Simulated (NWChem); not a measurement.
Species: AuPH4; SMILES [PH3]->[AuH]

Results from NWChem. Geometry: optimised at PBE0/def2-SVP. def2 effective core potentials on Au; no spin-orbit coupling.

Question: Order these by “dipole (D)”, lowest first: B3LYP/def2-SVP; RPBE/def2-SVP; HCTH/407/def2-SVP.

Answer: RPBE/def2-SVP (4.87), HCTH/407/def2-SVP (4.95), B3LYP/def2-SVP (5.12)
